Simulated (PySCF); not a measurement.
Electron correlation in Ru³⁰⁺ (ruthenium, charge +30)

[Ne] 3s2 3p2, high-spin 3P determinant. All numbers are calculated (PySCF 2.14, no relativity, point nucleus, in an uncontracted even-tempered set (16 s from 4.1 bohr⁻², ratio 2.5; 10 p from 5.4 bohr⁻², ratio 2.5; 5 d from 23 bohr⁻², ratio 2.7; 4 f from 34 bohr⁻², ratio 2.7)). Frozen: 1s2; 12 electrons correlated; the 17 highest virtual orbitals of each spin left out.

```json
{"level": "CCSD", "correlation energy (mhartree)": "-503.43"}
{"level": "(T)", "correlation energy (mhartree)": "-1.74"}
{"level": "CCSD(T)", "correlation energy (mhartree)": "-505.17"}
```

Diagnostics: T1 = 0.0012, D1 = 0.0053, largest double amplitude 0.084.

Is a single reference adequate?

Mostly. T1 lies below 0.03, but a double amplitude of this size points to a near-degeneracy that CCSD handles and MP2 describes poorly.

At this charge a non-relativistic calculation is a model, useful for the Z dependence of the correlation energy.

Spin-orbit coupling is strong in this species, so the high-spin LS determinant is a model state.
